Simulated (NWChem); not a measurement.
Species: Si₂H₅O₂Cl; SMILES Cl[Si@@H](O[SiH3])O

```xyz
10

O      1.7402     1.4342    -0.4153
Si     0.5368     0.6848     0.4152
Cl    -1.3103     1.4985    -0.0989
O      0.4845    -0.9131     0.0975
Si    -0.2878    -2.3684    -0.1090
H      1.7221     1.3947    -1.3822
H      0.7904     0.9539     1.8357
H     -1.2556    -2.6028     0.9932
H      0.7428    -3.4350    -0.1025
H     -1.0082    -2.3832    -1.4075
```
Atoms are numbered in this order, from 1.

Program: NWChem. Medium grid unless said otherwise, to which SCAN and Minnesota functionals are sensitive. Geometry: optimised at B3LYP/6-31G* (spherical d). Hybrids' shares of exact exchange are those that their runs print; pure functionals count as 0. The functionals differ in more than this share.

| row | share of exact exchange | highest occupied level (eV) |
|---|---|---|
| PBE/def2-TZVP | 0.00 | -7.52 |
| LDA (Slater exchange, VWN5)/def2-TZVP | 0.00 | -7.66 |
| TPSSh/def2-TZVP | 0.10 | -8.24 |
| B3LYP/def2-TZVP | 0.20 | -8.75 |
| PW6B95/def2-TZVP | 0.28 | withheld |
| M06-2X/def2-TZVP | 0.54 | -10.44 |

Task: Fit a straight line of the last column on the one before it, predict the withheld value, and compare with the run.

Result: 
1. Means of the 5 shown rows: x = 0.168, y = -8.522. Slope Σ(x − x̄)(y − ȳ)/Σ(x − x̄)² = -1.053/0.2005 = -5.253; intercept -7.639.
2. The shown rows scatter about the line by 0.071 (root mean square); the largest residual is +0.12, at PBE/def2-TZVP.
3. At x = 0.28 (PW6B95/def2-TZVP; inside the shown range) the line gives -9.11.
4. The run gives -9.12, -0.01 from the line, 0.1 times the scatter.
